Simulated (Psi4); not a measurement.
ClCrO₂, doublet, geometry from GFN2-xTB (such geometries of metal compounds can be far from the true shape) (the multiplicity is a formal guess), atoms displaced at random by about 0.03 Å a coordinate; HF/STO-3G, gradient in Psi4.

Psi4 was given this input:
```
memory 2 GB

molecule {
0 2
  Cr    0.18792527   -0.22763755    0.24497485
  O     1.67759743   -0.62740869   -0.24979846
  O    -0.48444993   -0.88404085    1.43678687
  Cl   -0.82348531    1.08459789   -0.89643712
symmetry c1
no_reorient
no_com
}

set basis sto-3g
set reference uhf

gradient('scf')
print_variables()
```

Output, abridged:

```
gradient() will perform analytic gradient computation.

   => Loading Basis Set <=

    Name: STO-3G
    Role: ORBITAL
    Keyword: BASIS

         ---------------------------------------------------------
                                   SCF
               by Justin Turney, Rob Parrish, Andy Simmonett
                          and Daniel G. A. Smith
                              UHF Reference
         ---------------------------------------------------------

  ==> Geometry <==

    Molecular point group: c1
    Full point group: C1

    Geometry (in Angstrom), charge = 0, multiplicity = 2:

       Center              X                  Y                   Z               Mass
    ------------   -----------------  -----------------  -----------------  -----------------
         CR           0.187925270000    -0.227637550000     0.244974850000    51.940506230000
         O            1.677597430000    -0.627408690000    -0.249798460000    15.994914619570
         O           -0.484449930000    -0.884040850000     1.436786870000    15.994914619570
         CL          -0.823485310000     1.084597890000    -0.896437120000    34.968852682000

  Running in c1 symmetry.

  Rotational constants: A =      0.27727  B =      0.11918  C =      0.08341 [cm^-1]
  Rotational constants: A =   8312.28507  B =   3572.78274  C =   2500.63662 [MHz]
  Nuclear repulsion =  295.934177881322512

  Charge       = 0
  Multiplicity = 2
  Electrons    = 57
  Nalpha       = 29
  Nbeta        = 28

  ==> Algorithm <==

  SCF Algorithm Type is DF.
  DIIS enabled.
  MOM disabled.
  Fractional occupation disabled.
  Guess Type is SAD.
  Energy threshold   = 1.00e-08
  Density threshold  = 1.00e-08
  Integral threshold = 1.00e-12

  ==> Primary Basis <==

  Basis Set: STO-3G
    Blend: STO-3G
    Number of shells: 19
    Number of basis functions: 37
    Number of Cartesian functions: 38
    Spherical Harmonics?: true
    Max angular momentum: 2

   => Loading Basis Set <=

    Name: (STO-3G AUX)
    Role: JKFIT
    Keyword: DF_BASIS_SCF

  ==> Integral Setup <==

  SCF_SUBTYPE=INCORE selected. In-core MEM_DF algorithm will be used.
  Using in-core AOs.

  ==> MemDFJK: Density-Fitted J/K Matrices <==

    J tasked:                   Yes
    K tasked:                   Yes
    wK tasked:                   No
    Algorithm:                 Core
    Schwarz Cutoff:           1E-12
    Mask sparsity (%):       4.8210
    Fitting Condition:        1E-10

   => Auxiliary Basis Set <=

  Basis Set: (STO-3G AUX)
    Blend: DEF2-UNIVERSAL-JKFIT
    Number of shells: 146
    Number of basis functions: 546
    Number of Cartesian functions: 718
    Spherical Harmonics?: true
    Max angular momentum: 6

  Minimum eigenvalue in the overlap matrix is 2.3635956630E-01.
  Reciprocal condition number of the overlap matrix is 1.2188178952E-01.
    Using symmetric orthogonalization.

  ==> Pre-Iterations <==

  SCF Guess: Superposition of Atomic Densities via on-the-fly atomic UHF (no occupation information).

   -------------------------
    Irrep   Nso     Nmo
   -------------------------
     A         37      37
   -------------------------
    Total      37      37
   -------------------------

  ==> Iterations <==

                           Total Energy        Delta E     RMS |[F,P]|

   @DF-UHF iter SAD: -1632.24237605147346   -1.63224e+03   0.00000e+00
   @DF-UHF iter   1: -1633.56845002860746   -1.32607e+00   3.40650e-02 DIIS/ADIIS
   @DF-UHF iter   2: -1623.24139549981737    1.03271e+01   1.13030e-01 ADIIS
   @DF-UHF iter   3: -1633.87767871002734   -1.06363e+01   3.93309e-02 DIIS/ADIIS
   @DF-UHF iter   4: -1634.65660547204993   -7.78927e-01   2.82234e-03 DIIS/ADIIS
   @DF-UHF iter   5: -1634.66674197323300   -1.01365e-02   2.17303e-03 DIIS/ADIIS
   @DF-UHF iter   6: -1634.67144015212580   -4.69818e-03   1.53900e-03 DIIS/ADIIS
   @DF-UHF iter   7: -1634.67678146003755   -5.34131e-03   1.20204e-03 DIIS/ADIIS
   @DF-UHF iter   8: -1634.67930374144839   -2.52228e-03   1.09760e-03 DIIS/ADIIS
   @DF-UHF iter   9: -1634.67270178774015    6.60195e-03   7.24081e-04 DIIS/ADIIS
   @DF-UHF iter  10: -1634.67056982943677    2.13196e-03   9.54782e-04 DIIS/ADIIS
   @DF-UHF iter  11: -1634.67094239947414   -3.72570e-04   8.34574e-04 DIIS/ADIIS
   @DF-UHF iter  12: -1634.67150605839220   -5.63659e-04   5.02901e-04 DIIS/ADIIS
   @DF-UHF iter  13: -1634.67233237587925   -8.26317e-04   3.64868e-04 DIIS/ADIIS
   @DF-UHF iter  14: -1634.67314410051654   -8.11725e-04   7.44443e-04 DIIS/ADIIS
   @DF-UHF iter  15: -1634.67397516595815   -8.31065e-04   6.76029e-04 DIIS/ADIIS
   @DF-UHF iter  16: -1634.67435349963353   -3.78334e-04   6.37954e-04 DIIS/ADIIS
   @DF-UHF iter  17: -1634.67444987194040   -9.63723e-05   6.45376e-04 DIIS/ADIIS
   @DF-UHF iter  18: -1634.67383389542238    6.15977e-04   4.16920e-04 DIIS/ADIIS
   @DF-UHF iter  19: -1634.66991416342785    3.91973e-03   7.20117e-04 DIIS/ADIIS
   @DF-UHF iter  20: -1634.66993614128296   -2.19779e-05   6.39049e-04 DIIS/ADIIS
   @DF-UHF iter  21: -1634.67029438376471   -3.58242e-04   3.92618e-04 DIIS/ADIIS
   @DF-UHF iter  22: -1634.67076651936441   -4.72136e-04   3.16392e-04 DIIS/ADIIS
   @DF-UHF iter  23: -1634.67087822229496   -1.11703e-04   1.82541e-04 DIIS/ADIIS
   @DF-UHF iter  24: -1634.67039200993645    4.86212e-04   5.46223e-04 DIIS/ADIIS
   @DF-UHF iter  25: -1634.67092886410546   -5.36854e-04   3.36043e-04 DIIS/ADIIS
   @DF-UHF iter  26: -1634.67109743874630   -1.68575e-04   1.07006e-04 DIIS/ADIIS
   @DF-UHF iter  27: -1634.67118443555205   -8.69968e-05   2.36580e-04 DIIS/ADIIS
   @DF-UHF iter  28: -1634.67118547213340   -1.03658e-06   1.43304e-04 DIIS/ADIIS
   @DF-UHF iter  29: -1634.67121578367028   -3.03115e-05   4.35037e-05 DIIS
   @DF-UHF iter  30: -1634.67125359335228   -3.78097e-05   4.60924e-05 DIIS
   @DF-UHF iter  31: -1634.67125463205366   -1.03870e-06   4.31864e-05 DIIS
   @DF-UHF iter  32: -1634.67126224395633   -7.61190e-06   2.87039e-05 DIIS
[...]
   @DF-UHF iter  43: -1634.67127990125027   -4.89990e-09   5.90947e-07 DIIS
   @DF-UHF iter  44: -1634.67127990655945   -5.30918e-09   5.44741e-07 DIIS
   @DF-UHF iter  45: -1634.67127991086272   -4.30327e-09   5.19736e-07 DIIS
   @DF-UHF iter  46: -1634.67127991787947   -7.01675e-09   4.92115e-07 DIIS
   @DF-UHF iter  47: -1634.67127992613655   -8.25708e-09   4.72215e-07 DIIS
   @DF-UHF iter  48: -1634.67127992756559   -1.42904e-09   4.72134e-07 DIIS
   @DF-UHF iter  49: -1634.67127992738574    1.79853e-10   4.72281e-07 DIIS
   @DF-UHF iter  50: -1634.67127992658538    8.00355e-10   4.70315e-07 DIIS
   @DF-UHF iter  51: -1634.67127992535916    1.22623e-09   4.67057e-07 DIIS
   @DF-UHF iter  52: -1634.67127992515429    2.04864e-10   4.66246e-07 DIIS
   @DF-UHF iter  53: -1634.67127992527321   -1.18916e-10   4.66744e-07 DIIS
   @DF-UHF iter  54: -1634.67127992528185   -8.64020e-12   4.66549e-07 DIIS
   @DF-UHF iter  55: -1634.67127992532664   -4.47926e-11   4.65466e-07 DIIS
   @DF-UHF iter  56: -1634.67127992571545   -3.88809e-10   4.64488e-07 DIIS
   @DF-UHF iter  57: -1634.67127992650944   -7.93989e-10   4.62905e-07 DIIS
   @DF-UHF iter  58: -1634.67127992761880   -1.10936e-09   4.60910e-07 DIIS
   @DF-UHF iter  59: -1634.67127993075860   -3.13980e-09   4.58092e-07 DIIS
   @DF-UHF iter  60: -1634.67127993345662   -2.69802e-09   4.57409e-07 DIIS
   @DF-UHF iter  61: -1634.67127993361873   -1.62117e-10   4.57392e-07 DIIS
   @DF-UHF iter  62: -1634.67127993430154   -6.82803e-10   4.57773e-07 DIIS
   @DF-UHF iter  63: -1634.67127993431222   -1.06866e-11   4.58065e-07 DIIS
   @DF-UHF iter  64: -1634.67127993405597    2.56250e-10   4.58204e-07 DIIS
   @DF-UHF iter  65: -1634.67127993239865    1.65733e-09   4.54710e-07 DIIS
   @DF-UHF iter  66: -1634.67127993254780   -1.49157e-10   4.50375e-07 DIIS
   @DF-UHF iter  67: -1634.67127993144095    1.10686e-09   4.48292e-07 DIIS
   @DF-UHF iter  68: -1634.67127992950873    1.93222e-09   4.44294e-07 DIIS
   @DF-UHF iter  69: -1634.67127992966607   -1.57343e-10   4.42564e-07 DIIS
   @DF-UHF iter  70: -1634.67127993074632   -1.08025e-09   4.42156e-07 DIIS
   @DF-UHF iter  71: -1634.67127993146255   -7.16227e-10   4.42211e-07 DIIS
   @DF-UHF iter  72: -1634.67127993078088    6.81666e-10   4.42085e-07 DIIS
   @DF-UHF iter  73: -1634.67127992942392    1.35697e-09   4.41736e-07 DIIS
   @DF-UHF iter  74: -1634.67127992621522    3.20870e-09   4.40694e-07 DIIS
   @DF-UHF iter  75: -1634.67127992582482    3.90401e-10   4.40399e-07 DIIS
   @DF-UHF iter  76: -1634.67127992510677    7.18046e-10   4.40100e-07 DIIS
   @DF-UHF iter  77: -1634.67127992531528   -2.08502e-10   4.40171e-07 DIIS
   @DF-UHF iter  78: -1634.67127992509450    2.20780e-10   4.39999e-07 DIIS
   @DF-UHF iter  79: -1634.67127992526798   -1.73486e-10   4.39909e-07 DIIS
   @DF-UHF iter  80: -1634.67127992572841   -4.60432e-10   4.39880e-07 DIIS
   @DF-UHF iter  81: -1634.67127992530459    4.23825e-10   4.39837e-07 DIIS
   @DF-UHF iter  82: -1634.67127992473934    5.65251e-10   4.39872e-07 DIIS
   @DF-UHF iter  83: -1634.67127992517953   -4.40195e-10   4.39729e-07 DIIS
   @DF-UHF iter  84: -1634.67127992582186   -6.42331e-10   4.39415e-07 DIIS
   @DF-UHF iter  85: -1634.67127992653923   -7.17364e-10   4.39314e-07 DIIS
   @DF-UHF iter  86: -1634.67127992691394   -3.74712e-10   4.39331e-07 DIIS
   @DF-UHF iter  87: -1634.67127992672658    1.87356e-10   4.39289e-07 DIIS
   @DF-UHF iter  88: -1634.67127992635847    3.68118e-10   4.39403e-07 DIIS
   @DF-UHF iter  89: -1634.67127992646124   -1.02773e-10   4.39438e-07 DIIS
   @DF-UHF iter  90: -1634.67127992638439    7.68523e-11   4.39210e-07 DIIS
   @DF-UHF iter  91: -1634.67127992643555   -5.11591e-11   4.39157e-07 DIIS
   @DF-UHF iter  92: -1634.67127992690143   -4.65889e-10   4.39210e-07 DIIS
   @DF-UHF iter  93: -1634.67127992501287    1.88857e-09   4.39072e-07 DIIS
   @DF-UHF iter  94: -1634.67127992348060    1.53227e-09   4.38999e-07 DIIS
   @DF-UHF iter  95: -1634.67127992185988    1.62072e-09   4.38817e-07 DIIS
   @DF-UHF iter  96: -1634.67127992118867    6.71207e-10   4.38695e-07 DIIS
   @DF-UHF iter  97: -1634.67127992080827    3.80396e-10   4.38680e-07 DIIS
   @DF-UHF iter  98: -1634.67127992067913    1.29148e-10   4.38680e-07 DIIS
   @DF-UHF iter  99: -1634.67127992117594   -4.96811e-10   4.38590e-07 DIIS
   @DF-UHF iter 100: -1634.67127992148676   -3.10820e-10   4.38628e-07 DIIS

PsiException: Could not converge SCF iterations in 100 iterations.

  Failed to converge.

Traceback (most recent call last):
  File "psi4", line 375, in <module>
  File "<string>", line 28, in <module>
  File "site-packages/psi4/driver/driver.py", line 646, in gradient
  File "site-packages/psi4/driver/procrouting/proc.py", line 96, in select_scf_gradient
  File "site-packages/psi4/driver/procrouting/proc.py", line 2860, in run_scf_gradient
  File "site-packages/psi4/driver/procrouting/proc.py", line 2760, in run_scf
  File "site-packages/psi4/driver/procrouting/proc.py", line 2047, in scf_helper
  File "site-packages/psi4/driver/procrouting/scf_proc/scf_iterator.py", line 93, in scf_compute_energy
  File "site-packages/psi4/driver/procrouting/scf_proc/scf_iterator.py", line 86, in scf_compute_energy
  File "site-packages/psi4/driver/procrouting/scf_proc/scf_iterator.py", line 609, in scf_iterate

psi4.driver.p4util.exceptions.SCFConvergenceError: Could not converge SCF iterations in 100 iterations.

Printing out the relevant lines from the Psithon --> Python processed input file:
    no_com
    """)
    core.IO.set_default_namespace("")
    core.set_global_option("BASIS", "sto-3g")
    core.set_global_option("REFERENCE", "uhf")
--> gradient('scf')
    print_variables()

!-------------------------------------------------------!
!                                                       !
!  Could not converge SCF iterations in 100 iterations. !
!                                                       !
!-------------------------------------------------------!
```

Convergence was not reached.
